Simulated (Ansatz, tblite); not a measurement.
Removing and adding an electron: GeH2Me(vinyl) (C3H8Ge). The state is a singlet with charge 0. Geometry: r2SCAN-D4/def2-SVP. Ansatz, gas phase; energy differences of separate SCF runs; the oxidised species was run as a doublet alone; the reduced species was run as a doublet alone.

```xyz
12

Ge   -0.854    0.152   -0.269
H    -1.678    0.322    1.021
H    -1.566    0.886   -1.423
C    -0.677   -1.740   -0.730
H    -1.663   -2.189   -0.918
H    -0.190   -2.288    0.090
H    -0.064   -1.856   -1.637
C     0.896    0.938    0.034
C     1.283    1.461    1.205
H     1.613    0.937   -0.800
H     0.614    1.494    2.074
H     2.286    1.883    1.353
```

The xTB rows come from tblite.

| level | −HOMO (eV) | vertical IE (eV) | −LUMO (eV) | vertical EA (eV) | HOMO–LUMO gap (eV) | IE − EA (eV) | remarks |
| --- | --- | --- | --- | --- | --- | --- | --- |
| GFN2-xTB | 10.96 | 13.81 | 6.13 | 2.52 | 4.83 | 11.29 | – |
| PBE-D4/def2-TZVPD | 6.62 | – | 1.33 | -0.91 | 5.29 | – | HOMO above zero (-1 doublet) |
| r2SCAN-D4/def2-TZVP | 6.82 | 9.56 | 1.06 | – | 5.76 | – | – |
| PBE0-D4/def2-TZVP | 7.72 | 9.72 | 0.27 | – | 7.45 | – | – |

(1) Estimate the rows for GFN1-xTB, PBE-D4/def2-TZVP, r2SCAN-D4/def2-TZVPD, PBE0-D4/def2-TZVPD.

## Answers

(1) 
```tsv
level	−HOMO (eV)	vertical IE (eV)	−LUMO (eV)	vertical EA (eV)	HOMO–LUMO gap (eV)	IE − EA (eV)	remarks
GFN1-xTB	12.06	14.74	7.26	3.92	4.80	10.82	–
PBE-D4/def2-TZVP	6.60	9.53	1.28	–	5.33	–	–
r2SCAN-D4/def2-TZVPD	6.82	–	1.09	-1.04	5.73	–	HOMO above zero (-1 doublet)
PBE0-D4/def2-TZVPD	7.73	–	0.35	-1.12	7.38	–	HOMO above zero (-1 doublet)
```

   A HOMO above zero means that the electron is unbound at that level or that self-interaction error raises the level; the energy of removing that electron tells which. Raw xTB energy differences between charge states are shifted by several eV; the methods need an empirical correction for them. A negative affinity means that the extra electron isn't bound; its size then hangs on the basis.
